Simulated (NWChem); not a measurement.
Species: CH4F2OSi; SMILES F[SiH](OC)F

```xyz
9

Si    -0.0072    -0.4858     0.3451
F      1.4998    -0.6793    -0.2351
F     -0.9368    -1.6606    -0.2651
O     -0.6418     0.9343    -0.1941
C     -0.0379     2.2133    -0.0753
H      0.0460    -0.6130     1.8249
H      0.9683     2.2385    -0.5477
H      0.0643     2.5272     0.9880
H     -0.6839     2.9519    -0.5899
```
Atoms are numbered in this order, from 1.

Results from NWChem. The geometry was optimised at PBE-D3(BJ)/def2-SVP.

### Question
Taking TPSS/pcseg-2 as the yardstick, which of these has the fewest basis functions while keeping “dipole (D)” within 0.05 D of it: TPSS/def2-SVP; TPSS/pcseg-1; TPSS/STO-3G; TPSS/aug-pcseg-1?

### Answer
none of them.
| level | basis functions | dipole (D) | relative time (rough) |
|---|---|---|---|
| TPSS/STO-3G | 33 | 0.99 | 1 |
| TPSS/pcseg-1 | 94 | 2.77 | 3 |
| TPSS/def2-SVP | 94 | 2.46 | 3 |
| TPSS/aug-pcseg-1 | 155 | 2.49 | 10 |
| TPSS/pcseg-2 | 210 | 2.56 | 10 |

The yardstick is one finite set, not the basis-set limit.
